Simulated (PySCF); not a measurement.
CH3S, charge -1, singlet, geometry from GFN2-xTB (in this run its highest filled SCF level lies above zero, so its values depend strongly on the basis, on diffuse functions most of all); PySCF with CCSD(T)/STO-3G.

Input for PySCF:
```python
from pyscf import gto, scf, cc

mol = gto.Mole()
mol.atom = '''
    C    -0.031589    1.108495    0.006189
    S     0.019821   -0.695564   -0.003883
    H    -1.068375    1.463682   -0.032915
    H     0.434815    1.501210    0.917701
    H     0.505949    1.513161   -0.859785
'''
mol.basis = 'sto-3g'
mol.charge = -1
mol.spin = 0
mol.verbose = 4
mol.build()

mf = scf.RHF(mol)
mf.kernel()

mycc = cc.CCSD(mf)
mycc.kernel()
et = mycc.ccsd_t()
print('E(CCSD(T)) = %.10f' % (mycc.e_tot + et))
```

What the program printed (banner, timings and long lists left out):

```
PySCF version 2.14.0

[INPUT] verbose = 4
[INPUT] num. atoms = 5
[INPUT] num. electrons = 26
[INPUT] charge = -1
[INPUT] spin (= nelec alpha-beta = 2S) = 0
[INPUT] symmetry False subgroup None
[INPUT] Mole.unit = angstrom
[INPUT] Symbol           X                Y                Z      unit          X                Y                Z       unit  Magmom
[INPUT]  1 C     -0.031589000000   1.108495000000   0.006189000000 AA   -0.059694558549   2.094751960450   0.011695514985 Bohr   0.0
[INPUT]  2 S      0.019821000000  -0.695564000000  -0.003883000000 AA    0.037456261515  -1.314425462107  -0.007337806542 Bohr   0.0
[INPUT]  3 H     -1.068375000000   1.463682000000  -0.032915000000 AA   -2.018936148332   2.765958113456  -0.062200335390 Bohr   0.0
[INPUT]  4 H      0.434815000000   1.501210000000   0.917701000000 AA    0.821681264853   2.836875755458   1.734203554239 Bohr   0.0
[INPUT]  5 H      0.505949000000   1.513161000000  -0.859785000000 AA    0.956105042998   2.859459872373  -1.624758176009 Bohr   0.0

nuclear repulsion = 48.2298310562048
number of shells = 11
number of NR pGTOs = 51
number of NR cGTOs = 17
basis = sto-3g
ecp = {}

******** <class 'pyscf.scf.hf.RHF'> ********
method = RHF
initial guess = minao
damping factor = 0
level_shift factor = 0
DIIS = <class 'pyscf.scf.diis.CDIIS'>
diis_start_cycle = 1
diis_space = 8
diis_damp = 0
SCF conv_tol = 1e-09
SCF conv_tol_grad = None
SCF max_cycles = 50
direct_scf = True
direct_scf_tol = 1e-13
Set gradient conv threshold to 3.16228e-05
Initial guess from minao.
init E= -431.905309815521
  HOMO = -0.201109313831504  LUMO = 0.31677656275384  gap/eV = 14.09239
cycle= 1 E= -432.024677274684  delta_E= -0.119  |g|= 0.357  |ddm|= 2.67
  HOMO = 0.255177429251283  LUMO = 0.88972110941438  gap/eV = 17.26681
cycle= 2 E= -432.097183991901  delta_E= -0.0725  |g|= 0.106  |ddm|= 0.786
  HOMO = 0.182463160799589  LUMO = 0.894146508406616  gap/eV = 19.36589
cycle= 3 E= -432.101798281865  delta_E= -0.00461  |g|= 0.0275  |ddm|= 0.171
  HOMO = 0.169428702504134  LUMO = 0.876563635562462  gap/eV = 19.24212
cycle= 4 E= -432.102272951296  delta_E= -0.000475  |g|= 0.00526  |ddm|= 0.0653
  HOMO = 0.169802786608131  LUMO = 0.876121735879093  gap/eV = 19.21992
cycle= 5 E= -432.102297032914  delta_E= -2.41e-05  |g|= 0.000404  |ddm|= 0.021
  HOMO = 0.169708321983165  LUMO = 0.876402537252303  gap/eV = 19.23013
cycle= 6 E= -432.102297133316  delta_E= -1e-07  |g|= 3.58e-05  |ddm|= 0.00127
  HOMO = 0.16970821577125  LUMO = 0.876376749950728  gap/eV = 19.22943
cycle= 7 E= -432.102297134008  delta_E= -6.91e-10  |g|= 2.76e-06  |ddm|= 9.96e-05
  HOMO = 0.169706547648484  LUMO = 0.876377914380054  gap/eV = 19.22951
Extra cycle  E= -432.102297134011  delta_E= -3.41e-12  |g|= 7.45e-07  |ddm|= 5.17e-06
converged SCF energy = -432.102297134011

******** <class 'pyscf.cc.ccsd.CCSD'> ********
CC2 = 0
CCSD nocc = 13, nmo = 17
max_cycle = 50
direct = 0
conv_tol = 1e-07
conv_tol_normt = 1e-05
diis_space = 6
diis_start_cycle = 0
diis_start_energy_diff = 1e+09
Init t2, MP2 energy = -432.168057103428  E_corr(MP2) -0.0657599694168595
Init E_corr(CCSD) = -0.065759969417061
cycle = 1  E_corr(CCSD) = -0.0802162202175453  dE = -0.0144562508  norm(t1,t2) = 0.0379059
cycle = 2  E_corr(CCSD) = -0.0848943396457528  dE = -0.00467811943  norm(t1,t2) = 0.0138521
cycle = 3  E_corr(CCSD) = -0.0877100886987371  dE = -0.00281574905  norm(t1,t2) = 0.00576867
cycle = 4  E_corr(CCSD) = -0.0877976803139072  dE = -8.75916152e-05  norm(t1,t2) = 0.000802768
cycle = 5  E_corr(CCSD) = -0.0877957766920485  dE = 1.90362186e-06  norm(t1,t2) = 0.000295678
cycle = 6  E_corr(CCSD) = -0.0877949065018421  dE = 8.70190206e-07  norm(t1,t2) = 3.92276e-05
cycle = 7  E_corr(CCSD) = -0.0877949848150557  dE = -7.83132135e-08  norm(t1,t2) = 8.58413e-06
CCSD converged
E(CCSD) = -432.1900921188261  E_corr = -0.08779498481505568
CCSD(T) correction = -0.000496813155125383
E(CCSD(T)) = -432.1905889320
```
